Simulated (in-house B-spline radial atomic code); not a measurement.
Sc¹¹⁺. Computed with a B-spline radial atomic code. Model: all-electron spherical atom, spin shells full or empty, radial basis limit, no spin-orbit coupling, Breit or QED, empty-state partial waves extrapolated as (l+1/2)^-4, RPA, G0W0 and static COHSEX of the highest shell as one setting changes (uncorrelated shells keep exact exchange).

Empty levels are discrete states of a finite basis, so the steps are uneven.

Given: element Sc; charge 11; filled core He; hamiltonian one-electron scalar X2C; mean-field start Hartree-Fock; highest l of empty states 9; nuclear rms radius 3.5459 fm; lowest nl shells left uncorrelated 0; highest mean-field shell 2p; box radius 6.2 bohr.

Shell: 2s 1 1, 2p 3 3 (electrons up and down).

```
highest empty level kept (hartree)  RPA correlation energy (hartree)  G0W0 level (eV)  G0W0 minus most complete (meV)  COHSEX level (eV)  linearised minus solved G0W0 (meV)
                                48                          -0.28532          -686.74                          1236.2            -688.62                                -0.1
                                96                          -0.37639           -687.2                           774.1            -689.86                                   0
                               168                                 ?                ?                               ?                  ?                                   ?
                               288                          -0.50022          -687.75                           216.4            -691.33                                   0
                               480                                 ?                ?                               ?                  ?                                   ?
                               864                          -0.56286          -687.93                            39.3            -691.76                                   0
                              1440                           -0.5791          -687.96                              15            -691.81                                   0
                              2880                          -0.59073          -687.97                             3.9            -691.84                                   0
                              5760                          -0.59502          -687.97                             0.7            -691.84                                   0
                             12000                          -0.59639          -687.97                             0.1            -691.85                                   0
                             28800                          -0.59691          -687.97                               0            -691.85                                   0
                             96000                          -0.59695          -687.97                               0            -691.85                                   0
```

Problem. What follows for highest empty level kept = 480?

Solution. RPA correlation energy -0.53534 hartree; G0W0 level -687.86 eV; G0W0 minus most complete 108.5 meV; COHSEX level -691.59 eV; linearised minus solved G0W0 0 meV.

Problem. What follows for highest empty level kept = 168?

Solution. RPA correlation energy -0.44712 hartree; G0W0 level -687.53 eV; G0W0 minus most complete 445.5 meV; COHSEX level -690.71 eV; linearised minus solved G0W0 0 meV.
